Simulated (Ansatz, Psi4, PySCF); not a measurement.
C3H7O (SMILES [CH2]C(C)O), doublet, at a GFN2-xTB geometry. Base run: PySCF with MP2/6-31G*.

Here is a job for PySCF.
```python
from pyscf import gto, scf, mp

mol = gto.Mole()
mol.atom = '''
    C     1.26825508   -0.68696850    0.05427580
    C     0.07085415    0.06768755   -0.35576841
    C    -1.22038065   -0.70514127    0.01571359
    O     0.03577551    1.37753649    0.16253306
    H     1.92379626   -0.30713910    0.81296565
    H     1.47618939   -1.64038176   -0.38728526
    H     0.06139987    0.20309353   -1.44914062
    H    -2.08807624   -0.12715673   -0.29130831
    H    -1.26236100   -0.86377771    1.09159501
    H    -1.23494149   -1.66895370   -0.48360641
    H     0.12541777    1.33055682    1.12118969
'''
mol.basis = '6-31g*'
mol.spin = 1
mol.verbose = 3
mol.build()

mf = scf.UHF(mol)
mf.kernel()

pt = mp.MP2(mf)
pt.kernel()
print('E(MP2) = %.10f' % pt.e_tot)
```

The same geometry, method and basis name were run in Ansatz (a program for electronic structure) and Psi4 and PySCF, at each program's defaults and at the settings that a row names. The base is PySCF at its defaults. Differences at the defaults can come from grids, fitting, cores and function types together.

| code and settings | ΔE vs base (mEh) | basis functions | E (Eh) | SCF cycles |
|---|---|---|---|---|
| PySCF, defaults (exact integrals, spherical functions, all electrons correlated) | 0.000 | 70 | -193.02743 | 12 |
| Psi4, defaults (density fitting with its default set, Cartesian functions, all electrons correlated) | -14.276 | 74 | -193.04171 | 15 |
| Ansatz, defaults (factorised integrals, Cartesian functions, frozen core) | 2.087 | 74 | -193.02535 | - |
| PySCF, frozen core | 8.941 | 70 | -193.01849 | 12 |
| Psi4, exact integrals, spherical functions, frozen core | 8.941 | 70 | -193.01849 | 15 |
| Ansatz, high accuracy, frozen core, Cartesian functions as the basis file defines them | 2.079 | 74 | -193.02535 | - |

Open shells are given as the SCF converged; they aren't shown to be the lowest states, and a large step between rows can be another state.
